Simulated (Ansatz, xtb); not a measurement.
Two structures of CH2Cl2Si2

We compare a, `[Si]=C[SiH](Cl)Cl`, a singlet, with b, a singlet given by its coordinates. Both are isolated molecules in the gas phase, relaxed with r2SCAN-D4/def2-SVP; the shapes shown needn't be the lowest conformers.

a (Å):

```xyz
7

C    -1.7806    0.3088   -1.7634
Cl    0.8361    2.1243   -1.2844
Cl    0.5118    0.2559   -4.0248
Si   -2.4843   -0.9440   -0.8259
Si    0.0337    0.3577   -2.0113
H    -2.3287    1.1281   -2.2568
H     0.7196   -0.7667   -1.3259
```

b (Å):

```tsv
atom	x (Å)	y (Å)	z (Å)
C	1.8165	-2.6717	-0.0882
Cl	0.8141	-1.8024	-2.7693
Cl	0.6765	-5.1084	-2.0170
Si	2.5864	-1.2754	-0.8014
Si	0.5051	-3.2270	-1.1775
H	2.0642	-3.1306	0.8769
H	-0.9229	-3.0762	-0.8070
```

Close contacts (Å): C1–Si4 1.75, C1–Si5 1.79, Cl2–Si4 2.70, Cl2–Si5 2.16, Cl3–Si5 2.07, Si4–Si5 2.88, C1–H6 1.10, Si5–H7 1.48.

Problem. Estimate which is lower in electronic energy at CCSD(T)/def2-SVP + ΔMP2/def2-TZVPP, and by roughly how much.

Solution. The CCSD(T)/def2-SVP + ΔMP2/def2-TZVPP calculation puts structure b lower, by 2.7 kcal/mol.

How the difference moves with the method:

```
                             level            geometry  E(b) − E(a) (kcal/mol)  departure from the last row (kcal/mol)  job, with rough time for the two
                r2SCAN-D4/def2-SVP  r2SCAN-D4/def2-SVP                      −4.5                                    −1.8             optimisation, 2.3 min
                       HF/def2-SVP  r2SCAN-D4/def2-SVP                      +0.5                                    +3.2           part of the CCSD(T) run
                      MP2/def2-SVP  r2SCAN-D4/def2-SVP                      −2.0                                    +0.7           part of the CCSD(T) run
                  CCSD(T)/def2-SVP  r2SCAN-D4/def2-SVP                      −1.4                                    +1.3                      single point
CCSD(T)/def2-SVP + ΔMP2/def2-TZVPP  r2SCAN-D4/def2-SVP                      −2.7                                                        single point, 46 s
```

HF/def2-SVP puts the two in the other order. The largest departure from CCSD(T)/def2-SVP + ΔMP2/def2-TZVPP is that of HF/def2-SVP, 3.2 kcal/mol. Levels run at GFN2-xTB geometries aren't shown. The last row adds to CCSD(T) the change of the MP2 difference between the two basis sets, here −1.3 kcal/mol.

With harmonic frequencies from r2SCAN-D4/def2-SVP (ideal gas, rigid rotor, one conformer each, 298.15 K, 1 atm): on the last row, ΔE + ΔZPE = −2.3, ΔH = −2.5, ΔG = −1.5 kcal/mol.

The correlated steps freeze 21 core orbitals. Mirror images aren't counted in ΔG. Programs: Ansatz 0.2.0; the last row on 1 thread of Arm Neoverse V2 on a shared host.
